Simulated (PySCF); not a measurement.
# Magnetisability: `C=CCN1C[C@@H](C)C=N1`, C7H12N2

Geometry:
```
atom   x (Å)   y (Å)   z (Å)
  C1   3.050   0.773  -0.058
  C2   2.118   0.069  -0.671
  C3   1.584  -1.248  -0.181
  N4   0.149  -1.247  -0.020
  C5  -0.469  -0.333   0.950
  C6  -1.869  -0.075   0.364
  C7  -2.229   1.402   0.243
  C8  -1.715  -0.751  -0.981
  N9  -0.593  -1.325  -1.143
 H10   3.514   0.425   0.852
 H11   3.404   1.714  -0.442
 H12   1.656   0.427  -1.582
 H13   1.810  -2.028  -0.914
 H14   2.036  -1.514   0.779
 H15  -0.495  -0.814   1.930
 H16   0.112   0.595   1.027
 H17  -2.640  -0.585   0.951
 H18  -2.273   1.866   1.227
 H19  -3.199   1.516  -0.236
 H20  -1.485   1.925  -0.355
 H21  -2.473  -0.776  -1.740
```

Method: GIAO KT3/pcSseg-1 magnetisability, rotational g tensor and spin-rotation constants, non-relativistic, gas phase (PySCF). Geometry: GFN2-xTB.

Task: How diamagnetic is it, and how anisotropic?

Result: Isotropic -1299 × 10⁻³⁰ J/T², or -78.2 × 10⁻⁶ cm³/mol; principal values -1368, -1359, -1169 × 10⁻³⁰ J/T², anisotropy 194 × 10⁻³⁰ J/T² (root of half the summed squared differences of the principal values). The susceptibility is in cgs units.

Task: Split it along the inertial axes a, b, c into diamagnetic and paramagnetic parts about the centre of mass, with the quadrupole moment.

Result: 
```csv
axis,χ (10⁻⁶ cm³/mol),diamagnetic (10⁻⁶ cm³/mol),paramagnetic (10⁻⁶ cm³/mol),summed x² of all electrons (Å²),quadrupole Θ (D Å)
a,-78.1,-555.0,476.8,246.8,+5.07
b,-81.4,-1233.6,1152.2,86.8,-5.88
c,-75.1,-1415.3,1340.1,44.0,+0.82
```
Anisotropies 2χaa − χbb − χcc = +0.2 and 2χbb − χaa − χcc = -9.4 × 10⁻⁶ cm³/mol. Θ is traceless in Buckingham's convention.

Task: And the rotational g tensor?

Result: 
```tsv
axis	rotational constant (GHz)	g	nuclear part	electronic part
a	2.8783	-0.0298	0.6150	-0.6448
b	1.1068	-0.0065	0.5927	-0.5991
c	0.9484	-0.0100	0.5871	-0.5971
```
Asymmetric top; isotopes 12C, 1H, 14N; no vibrational averaging.
